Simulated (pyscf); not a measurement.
Structures and frequencies: ωB97X-D3(BJ)/def2-SVP in PySCF.

Q: For the elementary gas-phase step F–GeH(F)–Ge(F)(F)–F -> F–GeH(F)–F + F–Ge:–F [singlet] (singlet surface; Ge–Ge, F–Ge broken, F–Ge formed), what barrier and reaction energy does ωB97M-D3(BJ)/def2-TZVP give, measured from the reactant's lowest minimum found?…

A: ΔE‡ = 101.7 kJ/mol, ΔE = +19.7 kJ/mol. Zero-point energy shifts the barrier by -2.1 kJ/mol. It is a 1,1-elimination, with an imaginary mode of 160i cm⁻¹. On the product side the descent ends in a complex (not fully relaxed), 18.4 kJ/mol under the separated species and 75.8 kJ/mol under the saddle at ωB97X-D3(BJ)/def2-TZVP. At ωB97X-D3(BJ)/def2-TZVP the barrier from the zero used here is 116.6 kJ/mol. This is the saddle that the search found; another between the same sides may lie lower. Elements up to Kr have no core potential and no relativistic terms here.
